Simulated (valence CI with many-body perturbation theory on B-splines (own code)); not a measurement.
Se28+: calculated level list

Computed by relativistic CI+MBPT: four valence electrons over a frozen Dirac-Fock core [He], a basis of 9 s, 9 p, 8 d, 6 f, 3 g, 1 h functions for each j, with the one-electron correlation potential Σ1 (screened to all orders), the two-electron term Σ2, the three-electron term Σ3, Breit, model QED; selected single and double excitations, second order for the rest, scaled by the run's own slope (own B-spline code, finite nucleus).

No measured spectrum was set against this ion. As an estimate, large intervals hold to a few tenths of a per cent, small ones and those within an open d or f shell to about a per cent. Among the levels kept, up to 520 cm⁻¹ of a level comes from second order outside the variational space, and about a tenth of that is noise between levels of different J, which matters for small intervals.

Levels 1 to 45 of 59, with energies above the lowest level, (2s^2 2p1/2^2) J=0. "Leading %" is the weight of the configuration and term that name the level; weights of strongly mixed levels are sums over their largest components and can fall short, so below about 35 % the name and the second component can differ from the true leading terms, or belong to a minority configuration. In the jj column 3d3/2^4 stands for four electrons in 3d with j = 3/2. Lifetimes count E1, E2, E3, M1 and M2 decay at the calculated energies, and are blank where another channel may lead or the interval is too uncertain; long ones can be off by a factor of two.

```
No.  Configuration  Term  J  E (Ry)  Leading %    Second component  Lifetime      g                Leading jj
  1        2s2 2p2    3P  0    0.00         80     19 % 2s2 2p2 1S                        2s^2 2p1/2^2 (96 %)
  2        2s2 2p2    3P  1    2.72         99                       2.59 μs  1.495   2s^2 2p1/2 2p3/2 (99 %)
  3        2s2 2p2    3P  2    3.41         52     47 % 2s2 2p2 1D    319 μs  1.255   2s^2 2p1/2 2p3/2 (96 %)
  4        2s2 2p2    1D  2    6.65         52     47 % 2s2 2p2 3P   1.04 μs  1.232       2s^2 2p3/2^2 (95 %)
  5        2s2 2p2    1S  0    8.28         78     19 % 2s2 2p2 3P    430 ns              2s^2 2p3/2^2 (95 %)
  6         2s 2p3   5S°  2    9.09         80     16 % 2s 2p3 3P°    929 ps  1.881   2s 2p1/2^2 2p3/2 (64 %)
  7         2s 2p3   3D°  1   12.24         62     23 % 2s 2p3 3P°   22.0 ps  0.847   2s 2p1/2^2 2p3/2 (80 %)
  8         2s 2p3   3D°  2   12.88         66     18 % 2s 2p3 3P°   52.2 ps  1.328   2s 2p1/2 2p3/2^2 (73 %)
  9         2s 2p3   3D°  3   13.85        100                       69.0 ps  1.327  2s 2p1/2 2p3/2^2 (100 %)
 10         2s 2p3   3P°  0   15.29        100                       19.1 ps         2s 2p1/2 2p3/2^2 (100 %)
 11         2s 2p3   3P°  1   15.62         57     27 % 2s 2p3 3D°   14.3 ps  1.285   2s 2p1/2 2p3/2^2 (86 %)
 12         2s 2p3   1D°  2   16.14         37     33 % 2s 2p3 3P°   13.7 ps  1.246   2s 2p1/2 2p3/2^2 (65 %)
 13         2s 2p3   3S°  1   17.07         54     28 % 2s 2p3 1P°   6.08 ps  1.598   2s 2p1/2 2p3/2^2 (82 %)
 14         2s 2p3   1D°  2   18.86         60     32 % 2s 2p3 3P°   11.3 ps  1.186         2s 2p3/2^3 (68 %)
 15         2s 2p3   1P°  1   21.00         62     27 % 2s 2p3 3S°   5.47 ps  1.245         2s 2p3/2^3 (85 %)
 16            2p4    3P  2   24.54         79         20 % 2p4 1D   8.56 ps  1.394    2p1/2^2 2p3/2^2 (96 %)
 17            2p4    3P  0   26.19         61         38 % 2p4 1S   6.78 ps           2p1/2^2 2p3/2^2 (90 %)
 18            2p4    3P  1   27.61         99                       6.30 ps  1.495      2p1/2 2p3/2^3 (99 %)
 19            2p4    1D  2   28.47         79         20 % 2p4 3P   8.23 ps  1.093      2p1/2 2p3/2^3 (97 %)
 20            2p4    1S  0   32.73         60         39 % 2p4 3P   5.07 ps                   2p3/2^4 (91 %)
 21      2s2 2p 3s   3P°  0  129.93         98                        148 fs             2s^2 2p1/2 3s (98 %)
 22      2s2 2p 3s   3P°  1  130.05         70  28 % 2s2 2p 3s 1P°    119 fs  1.352      2s^2 2p1/2 3s (97 %)
 23      2s2 2p 3p    3D  1  132.22         70   24 % 2s2 2p 3p 1P   8.13 ps  0.671   2s^2 2p1/2 3p1/2 (98 %)
 24      2s2 2p 3p    3P  0  133.29         75   20 % 2s2 2p 3p 1S   1.55 ps          2s^2 2p1/2 3p1/2 (93 %)
 25      2s2 2p 3s   3P°  2  133.40         96                        126 fs  1.495      2s^2 2p3/2 3s (96 %)
 26      2s2 2p 3p    3P  1  133.53         38   29 % 2s2 2p 3p 3S   1.85 ps  1.453   2s^2 2p1/2 3p3/2 (93 %)
 27      2s2 2p 3p    3D  2  133.64         67   18 % 2s2 2p 3p 1D   5.02 ps  1.175   2s^2 2p1/2 3p3/2 (94 %)
 28      2s2 2p 3s   1P°  1  133.68         69  28 % 2s2 2p 3s 3P°   92.9 fs  1.135      2s^2 2p3/2 3s (97 %)
 29      2s2 2p 3d   3F°  2  135.75         74  20 % 2s2 2p 3d 1D°    112 fs  0.756   2s^2 2p1/2 3d3/2 (98 %)
 30      2s 2p2 3s    5P  1  135.90         62   10 % 2s2 2p 3p 1P    213 fs  2.074      2s 2p1/2^2 3s (61 %)
 31      2s2 2p 3p    3P  1  136.13         50   16 % 2s 2p2 3s 5P    795 fs  1.581   2s^2 2p3/2 3p1/2 (75 %)
 32      2s2 2p 3p    3P  2  136.30         39   30 % 2s2 2p 3p 3D   2.27 ps  1.256   2s^2 2p3/2 3p1/2 (88 %)
 33      2s2 2p 3d   3P°  2  136.49         42  33 % 2s2 2p 3d 3D°   19.2 fs  1.259   2s^2 2p1/2 3d5/2 (97 %)
 34      2s2 2p 3d   3F°  3  136.50         60  20 % 2s2 2p 3d 3D°   26.9 fs  1.116   2s^2 2p1/2 3d5/2 (95 %)
 35      2s2 2p 3d   3D°  1  136.56         57  23 % 2s2 2p 3d 1P°   12.8 fs  0.801   2s^2 2p1/2 3d3/2 (96 %)
 36      2s2 2p 3p    3D  3  136.68         95                       5.85 ps  1.331   2s^2 2p3/2 3p3/2 (95 %)
 37      2s2 2p 3p    3S  1  136.75         53   36 % 2s2 2p 3p 1P   3.42 ps  1.551   2s^2 2p3/2 3p3/2 (90 %)
 38      2s 2p2 3s    3P  0  136.94         82   11 % 2s 2p2 3s 1S    139 fs             2s 2p1/2^2 3s (74 %)
 39      2s2 2p 3p    1D  2  137.53         51   36 % 2s2 2p 3p 3P    935 fs  1.249   2s^2 2p3/2 3p3/2 (82 %)
 40      2s 2p2 3s    5P  2  137.98         89    5 % 2s2 2p 3p 3P    202 fs  1.776  2s 2p1/2 2p3/2 3s (87 %)
 41      2s 2p2 3p   5D°  0  138.29         77  20 % 2s 2p2 3p 3P°    472 fs          2s 2p1/2^2 3p1/2 (78 %)
 42      2s 2p2 3p   5D°  1  138.36         45  14 % 2s 2p2 3p 5P°    169 fs  1.652   2s 2p1/2^2 3p1/2 (75 %)
 43      2s2 2p 3p    1S  0  138.49         72   22 % 2s2 2p 3p 3P    899 fs          2s^2 2p3/2 3p3/2 (92 %)
 44      2s 2p2 3s    3P  1  138.96         82    9 % 2s 2p2 3s 5P    109 fs  1.553  2s 2p1/2 2p3/2 3s (90 %)
 45      2s 2p2 3s    5P  3  139.06         77   21 % 2s 2p2 3s 3D    146 fs  1.585  2s 2p1/2 2p3/2 3s (77 %)
```

The ionisation energy to 2s2 2p 2P°_1/2 of the next ion comes out as 3150.9 eV (NIST: 3146 ± 3 eV (semi-empirical)). All 59 levels together are meant to be complete up to 141.58 Ry.
